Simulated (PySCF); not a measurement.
Charge on either side of a bond

C5H8N2OSi.
SMILES with atom numbers: `[N:1]#[C:2][C@H:3]1[CH2:4][Si@H:5]([C:6]([NH2:7])=[O:8])[CH2:9]1` (hydrogens: H10 on C3; H11, H12 on C4; H13 on Si5; H14, H15 on N7; H16, H17 on C9)

Geometry (GFN2-xTB, Å), atoms numbered from 1 in this order:
```xyz
17
C5H8N2OSi angstrom
N      3.6010    1.1374   -1.2052
C      2.8364    0.5465   -0.5920
C      1.8544   -0.1771    0.1625
C      0.8350    0.7931    0.8134
Si    -0.4919    0.2937   -0.4688
C     -2.1170   -0.4251    0.2545
N     -3.2794    0.0060   -0.2785
O     -2.0864   -1.2360    1.1589
C      0.9088   -0.9711   -0.7749
H      2.3765   -0.8085    0.8863
H      0.6079    0.4987    1.8357
H      1.1703    1.8277    0.8282
H     -0.7689    1.2535   -1.5452
H     -4.1518   -0.3549    0.0793
H     -3.3061    0.6731   -1.0270
H      1.2934   -1.0778   -1.7865
H      0.7108   -1.9670   -0.3842
```

Atomic charges (e) from the PBE0/pcSseg-1 density (PySCF):

| atom | Mulliken | IAO | Hirshfeld | ESP-fitted |
| --- | --- | --- | --- | --- |
| N1 | -0.2509 | -0.2593 | -0.2368 | -0.4431 |
| C2 | +0.1268 | +0.1390 | +0.0857 | +0.2445 |
| C3 | -0.2938 | -0.1397 | -0.0013 | +0.2463 |
| C4 | -0.4528 | -0.5321 | -0.1506 | -0.4815 |
| Si5 | +0.7962 | +0.8270 | +0.3694 | +0.4837 |
| C6 | +0.1792 | +0.1965 | +0.0819 | +0.5054 |
| N7 | -0.3813 | -0.4922 | -0.1674 | -0.8742 |
| O8 | -0.4256 | -0.4812 | -0.2881 | -0.4981 |
| C9 | -0.4528 | -0.5321 | -0.1506 | -0.4950 |
| H10 | +0.1757 | +0.1768 | +0.0652 | +0.0565 |
| H11 | +0.1646 | +0.1677 | +0.0504 | +0.1370 |
| H12 | +0.1616 | +0.1612 | +0.0429 | +0.1438 |
| H13 | -0.0713 | -0.1243 | -0.0753 | -0.1069 |
| H14 | +0.1926 | +0.2829 | +0.1423 | +0.4200 |
| H15 | +0.2058 | +0.2810 | +0.1387 | +0.3721 |
| H16 | +0.1613 | +0.1611 | +0.0428 | +0.1472 |
| H17 | +0.1646 | +0.1677 | +0.0505 | +0.1421 |

**Question.** Cut each of the bonds C2–C3, C6–Si5 and N7–C6 in turn and sum the charges on the side of the atom named first.

**Answer.** In e; the other side holds the opposite charge:

```json
{"bond cut": "C2–C3", "piece": "CN", "atoms": "2", "Mulliken": "-0.124", "IAO": "-0.120", "Hirshfeld": "-0.151", "ESP-fitted": "-0.199"}
{"bond cut": "C6–Si5", "piece": "CH2NO", "atoms": "5", "Mulliken": "-0.229", "IAO": "-0.213", "Hirshfeld": "-0.093", "ESP-fitted": "-0.075"}
{"bond cut": "N7–C6", "piece": "NH2", "atoms": "3", "Mulliken": "+0.017", "IAO": "+0.072", "Hirshfeld": "+0.114", "ESP-fitted": "-0.082"}
```

Extremes among these pieces. Mulliken: lowest CH2NO at C6, highest NH2 at N7; IAO: lowest CH2NO at C6, highest NH2 at N7; Hirshfeld: lowest CN at C2, highest NH2 at N7; ESP-fitted: lowest CN at C2, highest CH2NO at C6.

**Question.** Do the schemes agree better on the pieces than on the single atoms at the cuts?

**Answer.** The spread between schemes averages 0.143 e for the pieces and 0.430 e for the atoms named first; it is smaller for the piece at 3 of the 3 cuts. On average they agree better on the pieces. The sign differs between schemes (beyond ±0.03 e) for NH2 at N7.

Isolated species at its GFN2-xTB geometry (one conformer only).

The run behind these numbers computed NMR shieldings as well. Hardware: an Arm Neoverse N1 with one thread, no GPU, shared host. Cost: 80 s (grids of density and orbitals included), 0.87 GiB resident at most.
